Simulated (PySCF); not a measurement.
SMILES c1ccc(/C=C\O[SiH3])cc1 (GFN2-xTB optimised geometry):

```
20

Si     0.921    -3.447     0.076
O      0.225    -1.978     0.011
C     -1.055    -1.569     0.008
C     -1.455    -0.294     0.001
C     -0.655     0.920     0.000
C     -1.315     2.152    -0.001
C     -0.608     3.338    -0.001
C      0.777     3.322     0.000
C      1.445     2.109     0.000
C      0.741     0.920     0.000
H      0.469    -4.280    -1.040
H      0.584    -4.117     1.335
H      2.313    -3.044    -0.020
H     -1.797    -2.361     0.009
H     -2.526    -0.136    -0.004
H     -2.396     2.173    -0.001
H     -1.138     4.280    -0.001
H      1.332     4.249     0.000
H      2.526     2.090     0.000
H      1.274    -0.017     0.000
```

Computed with B3LYP/def2-SVP run with PySCF 2.14.0.

Question: What are the frontier orbital energies and the dipole moment?

Answer: HOMO-2 -7.80 eV, HOMO-1 -6.83 eV, HOMO -5.79 eV, LUMO -0.75 eV, LUMO+1 0.04 eV; dipole moment 1.54 D.

Meta-Löwdin charges at B3LYP/def2-SVP: Si1 0.78, O2 -0.55, C3 0.10, C4 -0.15, C5 0.01, C6 -0.11, C7 -0.10, C8 -0.11, C9 -0.10, C10 -0.11, H11 -0.13, H12 -0.13, H13 -0.11, H14 0.09, H15 0.10, H16 0.09, H17 0.10, H18 0.10, H19 0.10, H20 0.11.
